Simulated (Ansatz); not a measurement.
The cluster Cu5Se5⁻. The state is a singlet with charge -1. Geometry PBE-D4/def2-SVP.

```xyz
10

Cu   -0.955    1.710   -0.764
Cu    0.175   -0.127   -1.816
Cu    1.338    0.997    0.206
Cu    0.234   -1.733    0.137
Cu   -0.765    0.232    1.311
Se    1.825   -2.060    1.741
Se   -1.566   -1.613   -1.349
Se    1.287    0.272    2.438
Se    1.108    2.029   -1.892
Se   -2.681    0.294   -0.014
```

The structure comes from a short search, and lower isomers may exist.

Estimate the orbital energies around the gap (eV) in Ansatz with PBE-D4/def2-SVP, PBE-D4/def2-SVPD, r2SCAN-D4/def2-SVP, PBE0-D4/def2-SVP.


```json
{"orbital": "HOMO−9", "PBE-D4/def2-SVP": "-2.28", "PBE-D4/def2-SVPD": "-2.76", "r2SCAN-D4/def2-SVP": "-2.51", "PBE0-D4/def2-SVP": "-4.08"}
{"orbital": "HOMO−8", "PBE-D4/def2-SVP": "-2.24", "PBE-D4/def2-SVPD": "-2.65", "r2SCAN-D4/def2-SVP": "-2.48", "PBE0-D4/def2-SVP": "-3.96"}
{"orbital": "HOMO−7", "PBE-D4/def2-SVP": "-2.14", "PBE-D4/def2-SVPD": "-2.62", "r2SCAN-D4/def2-SVP": "-2.36", "PBE0-D4/def2-SVP": "-3.61"}
{"orbital": "HOMO−6", "PBE-D4/def2-SVP": "-2.03", "PBE-D4/def2-SVPD": "-2.46", "r2SCAN-D4/def2-SVP": "-2.22", "PBE0-D4/def2-SVP": "-3.39"}
{"orbital": "HOMO−5", "PBE-D4/def2-SVP": "-1.85", "PBE-D4/def2-SVPD": "-2.26", "r2SCAN-D4/def2-SVP": "-2.04", "PBE0-D4/def2-SVP": "-3.17"}
{"orbital": "HOMO−4", "PBE-D4/def2-SVP": "-1.84", "PBE-D4/def2-SVPD": "-2.24", "r2SCAN-D4/def2-SVP": "-2.00", "PBE0-D4/def2-SVP": "-3.09"}
{"orbital": "HOMO−3", "PBE-D4/def2-SVP": "-1.63", "PBE-D4/def2-SVPD": "-2.02", "r2SCAN-D4/def2-SVP": "-1.85", "PBE0-D4/def2-SVP": "-2.95"}
{"orbital": "HOMO−2", "PBE-D4/def2-SVP": "-1.44", "PBE-D4/def2-SVPD": "-1.85", "r2SCAN-D4/def2-SVP": "-1.65", "PBE0-D4/def2-SVP": "-2.73"}
{"orbital": "HOMO−1", "PBE-D4/def2-SVP": "-1.34", "PBE-D4/def2-SVPD": "-1.73", "r2SCAN-D4/def2-SVP": "-1.51", "PBE0-D4/def2-SVP": "-2.46"}
{"orbital": "HOMO", "PBE-D4/def2-SVP": "-0.89", "PBE-D4/def2-SVPD": "-1.31", "r2SCAN-D4/def2-SVP": "-1.12", "PBE0-D4/def2-SVP": "-2.00"}
{"orbital": "LUMO", "PBE-D4/def2-SVP": "0.08", "PBE-D4/def2-SVPD": "-0.29", "r2SCAN-D4/def2-SVP": "0.04", "PBE0-D4/def2-SVP": "0.67"}
{"orbital": "LUMO+1", "PBE-D4/def2-SVP": "0.94", "PBE-D4/def2-SVPD": "0.49", "r2SCAN-D4/def2-SVP": "0.96", "PBE0-D4/def2-SVP": "1.71"}
{"orbital": "LUMO+2", "PBE-D4/def2-SVP": "1.63", "PBE-D4/def2-SVPD": "1.07", "r2SCAN-D4/def2-SVP": "1.74", "PBE0-D4/def2-SVP": "2.35"}
{"orbital": "LUMO+3", "PBE-D4/def2-SVP": "1.73", "PBE-D4/def2-SVPD": "1.34", "r2SCAN-D4/def2-SVP": "1.91", "PBE0-D4/def2-SVP": "2.45"}
{"orbital": "LUMO+4", "PBE-D4/def2-SVP": "2.33", "PBE-D4/def2-SVPD": "1.65", "r2SCAN-D4/def2-SVP": "2.49", "PBE0-D4/def2-SVP": "3.12"}
{"orbital": "LUMO+5", "PBE-D4/def2-SVP": "2.45", "PBE-D4/def2-SVPD": "1.91", "r2SCAN-D4/def2-SVP": "2.63", "PBE0-D4/def2-SVP": "3.25"}
```
